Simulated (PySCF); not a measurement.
PySCF input (CCSD(T)/cc-pVDZ):

```python
from pyscf import gto, scf, mp, cc as ccmod

mol = gto.M(
    atom='''
    Al   -0.00000000   -0.00000000   -0.11472573
    H     0.00000000    0.00000000    1.49143454
    ''',
    basis='cc-pvdz',
    charge=0,
    spin=2,
    symmetry='C2v',
    verbose=4,
)

mf = scf.UHF(mol)
mf.conv_tol = 1e-10
mf.max_cycle = 100
mf.kernel()
mp2 = mp.MP2(mf, frozen=5).run()
cc = ccmod.CCSD(mf, frozen=5)
cc.max_cycle = 100
cc.kernel()
et = cc.ccsd_t()
print(f'E(CCSD(T)) = {cc.e_tot + et:.9f}')
```

Output:

```
PySCF version 2.14.0

[INPUT] verbose = 4
[INPUT] num. atoms = 2
[INPUT] num. electrons = 14
[INPUT] charge = 0
[INPUT] spin (= nelec alpha-beta = 2S) = 2
[INPUT] symmetry C2v subgroup None
[INPUT] Mole.unit = angstrom
[INPUT] Symbol           X                Y                Z      unit          X                Y                Z       unit  Magmom
[INPUT]  1 Al     0.000000000000   0.000000000000  -0.114725730000 AA    0.000000000000   0.000000000000  -0.216800209141 Bohr   0.0
[INPUT]  2 H      0.000000000000   0.000000000000   1.491434540000 AA    0.000000000000   0.000000000000   2.818402813317 Bohr   0.0

nuclear repulsion = 4.2830742799783
point group symmetry = Coov, use subgroup C2v
symmetry origin: [0.00000000e+00 0.00000000e+00 6.74902188e-09]
symmetry axis x: [1. 0. 0.]
symmetry axis y: [0. 1. 0.]
symmetry axis z: [0. 0. 1.]
num. orbitals of irrep A1 = 12
num. orbitals of irrep A2 = 1
num. orbitals of irrep B1 = 5
num. orbitals of irrep B2 = 5
number of shells = 8
number of NR pGTOs = 48
number of NR cGTOs = 23
basis = cc-pvdz
ecp = {}

******** <class 'pyscf.scf.uhf_symm.SymAdaptedUHF'> ********
method = SymAdaptedUHF
initial guess = minao
damping factor = 0
level_shift factor = 0
DIIS = <class 'pyscf.scf.diis.CDIIS'>
diis_start_cycle = 1
diis_space = 8
diis_damp = 0
SCF conv_tol = 1e-10
SCF conv_tol_grad = None
SCF max_cycles = 100
direct_scf = True
direct_scf_tol = 1e-13
number electrons alpha = 8  beta = 6
Freeze 0 electrons in irreps []
    14 free electrons in irreps A1 A2 B1 B2
Set gradient conv threshold to 1e-05
init E= -242.238609441625
alpha HOMO (B1) = 0.00528452831877546  LUMO (B1) = 0.00528452831877546
beta  HOMO (A1) = -0.519679521131108  LUMO (A1) = -0.169844825933272

WARN: HOMO 0.00528452831877546 >= LUMO -0.169844825933272

WARN: alpha-A1 HOMO -0.169844825933272 > system LUMO -0.169844825933272

WARN: alpha-B1 HOMO 0.00528452831877546 > system LUMO -0.169844825933272

WARN: alpha-B2 LUMO 0.00528452831877546 < system HOMO 0.00528452831877546

WARN: beta-A1 LUMO -0.169844825933272 < system HOMO 0.00528452831877546

WARN: beta-B1 LUMO 0.00528452831877546 < system HOMO 0.00528452831877546

WARN: beta-B2 LUMO 0.00528452831877546 < system HOMO 0.00528452831877546

cycle= 1 E= -242.381254458731  delta_E= -0.143  |g|= 0.104  |ddm|= 0.93
alpha HOMO (B1) = -0.229742213122247  LUMO (B2) = -0.00943218212806562
beta  HOMO (A1) = -0.471651021793957  LUMO (A1) = -0.0391842291631193
  HOMO = -0.229742213122  LUMO = -0.0391842291631  gap/eV = 5.18535
cycle= 2 E= -242.402960743814  delta_E= -0.0217  |g|= 0.0447  |ddm|= 0.259
alpha HOMO (B1) = -0.230028326182288  LUMO (B2) = 0.0106713307521009
beta  HOMO (A1) = -0.449235199899367  LUMO (A1) = -0.00164831977514179
  HOMO = -0.230028326182  LUMO = -0.00164831977514  gap/eV = 6.21454
cycle= 3 E= -242.408979693211  delta_E= -0.00602  |g|= 0.0179  |ddm|= 0.139
alpha HOMO (B1) = -0.233798532437533  LUMO (B2) = 0.0105634630391296
beta  HOMO (A1) = -0.456034238854299  LUMO (A1) = 0.00318582421776181
  HOMO = -0.233798532438  LUMO = 0.00318582421776  gap/eV = 6.44867
cycle= 4 E= -242.410304030569  delta_E= -0.00132  |g|= 0.0095  |ddm|= 0.0599
alpha HOMO (B1) = -0.235714618061257  LUMO (B2) = 0.00904705098974801
beta  HOMO (A1) = -0.460329217056839  LUMO (A1) = 0.00348454448784219
  HOMO = -0.235714618061  LUMO = 0.00348454448784  gap/eV = 6.50894
cycle= 5 E= -242.410736037234  delta_E= -0.000432  |g|= 0.00485  |ddm|= 0.0361
alpha HOMO (B1) = -0.236708938024464  LUMO (B2) = 0.00860966929052154
beta  HOMO (A1) = -0.463441214633113  LUMO (A1) = 0.00419727514288759
  HOMO = -0.236708938024  LUMO = 0.00419727514289  gap/eV = 6.55539
cycle= 6 E= -242.410860324429  delta_E= -0.000124  |g|= 0.00119  |ddm|= 0.0293
alpha HOMO (B1) = -0.236677274061621  LUMO (B2) = 0.00863017671894584
beta  HOMO (A1) = -0.463379801720832  LUMO (A1) = 0.00379843457319318
  HOMO = -0.236677274062  LUMO = 0.00379843457319  gap/eV = 6.54368
cycle= 7 E= -242.410865388938  delta_E= -5.06e-06  |g|= 0.000294  |ddm|= 0.00553
alpha HOMO (B1) = -0.236859797963278  LUMO (B2) = 0.00858892037827164
beta  HOMO (A1) = -0.463591325034811  LUMO (A1) = 0.00390953587368736
  HOMO = -0.236859797963  LUMO = 0.00390953587369  gap/eV = 6.55167
cycle= 8 E= -242.41086573668  delta_E= -3.48e-07  |g|= 7.87e-05  |ddm|= 0.00185
alpha HOMO (B1) = -0.23682544361546  LUMO (B2) = 0.00860567477696184
beta  HOMO (A1) = -0.4635432730322  LUMO (A1) = 0.00388010180194254
  HOMO = -0.236825443615  LUMO = 0.00388010180194  gap/eV = 6.54993
cycle= 9 E= -242.4108657512  delta_E= -1.45e-08  |g|= 1.6e-05  |ddm|= 0.000262
alpha HOMO (B1) = -0.236822162557716  LUMO (B2) = 0.00860481394453272
beta  HOMO (A1) = -0.463539387560649  LUMO (A1) = 0.00388256234359785
  HOMO = -0.236822162558  LUMO = 0.0038825623436  gap/eV = 6.54991
cycle= 10 E= -242.4108657518  delta_E= -6e-10  |g|= 4.08e-06  |ddm|= 6.5e-05
alpha HOMO (B1) = -0.236821470219102  LUMO (B2) = 0.00860451987412736
beta  HOMO (A1) = -0.463538476545444  LUMO (A1) = 0.00388245112956698
  HOMO = -0.236821470219  LUMO = 0.00388245112957  gap/eV = 6.54989
cycle= 11 E= -242.410865751837  delta_E= -3.73e-11  |g|= 7.88e-07  |ddm|= 1.41e-05
alpha HOMO (B1) = -0.236821577092692  LUMO (B2) = 0.00860442904353698
beta  HOMO (A1) = -0.46353854956376  LUMO (A1) = 0.00388249652776285
  HOMO = -0.236821577093  LUMO = 0.00388249652776  gap/eV = 6.54989
Extra cycle  E= -242.410865751838  delta_E= -1.31e-12  |g|= 3.66e-07  |ddm|= 1.82e-06
converged SCF energy = -242.410865751838  <S^2> = 2.0071258  2S+1 = 3.0047468

******** <class 'pyscf.mp.ump2.UMP2'> ********
nocc = (np.int64(3), np.int64(1)), nmo = (18, 18)
frozen orbitals 5
E(UMP2) = -242.445477288467  E_corr = -0.0346115366286217
E(SCS-UMP2) = -242.448043531078  E_corr = -0.0371777792402099
E_corr(same-spin) = -0.00502622851631089
E_corr(oppo-spin) = -0.0295853081123108

******** <class 'pyscf.cc.uccsd.UCCSD'> ********
CC2 = 0
CCSD nocc = (np.int64(3), np.int64(1)), nmo = (18, 18)
frozen orbitals 5
max_cycle = 100
direct = 0
conv_tol = 1e-07
conv_tol_normt = 1e-06
diis_space = 6
diis_start_cycle = 0
diis_start_energy_diff = 1e+09
Init t2, MP2 energy = -0.0346115363619147
Init E_corr(UCCSD) = -0.0346115363621004
cycle = 1  E_corr(UCCSD) = -0.0437284275680918  dE = -0.00911689121  norm(t1,t2) = 0.0485046
cycle = 2  E_corr(UCCSD) = -0.0466399304101939  dE = -0.00291150284  norm(t1,t2) = 0.0238302
cycle = 3  E_corr(UCCSD) = -0.0490186122258022  dE = -0.00237868182  norm(t1,t2) = 0.0143864
cycle = 4  E_corr(UCCSD) = -0.0489583635050303  dE = 6.02487208e-05  norm(t1,t2) = 0.00502526
cycle = 5  E_corr(UCCSD) = -0.0490446000616287  dE = -8.62365566e-05  norm(t1,t2) = 0.00173074
cycle = 6  E_corr(UCCSD) = -0.0490207106931608  dE = 2.38893685e-05  norm(t1,t2) = 0.000375233
cycle = 7  E_corr(UCCSD) = -0.0490287137465046  dE = -8.00305334e-06  norm(t1,t2) = 0.000116353
cycle = 8  E_corr(UCCSD) = -0.0490290222131833  dE = -3.08466679e-07  norm(t1,t2) = 2.60788e-05
cycle = 9  E_corr(UCCSD) = -0.0490291984160205  dE = -1.76202837e-07  norm(t1,t2) = 8.58422e-06
cycle = 10  E_corr(UCCSD) = -0.049029092404938  dE = 1.06011082e-07  norm(t1,t2) = 2.20885e-06
cycle = 11  E_corr(UCCSD) = -0.0490291215444093  dE = -2.91394713e-08  norm(t1,t2) = 7.24565e-07
UCCSD converged
E(UCCSD) = -242.4598948733827  E_corr = -0.04902912154440928
UCCSD(T) correction = -0.000988001020509195
E(CCSD(T)) = -242.460882874
```

This is an excited triplet: at this geometry the singlet lies 1.87 eV lower at CCSD(T)/CBS(aug-cc-pV(T+d)Z,aug-cc-pV(Q+d)Z).
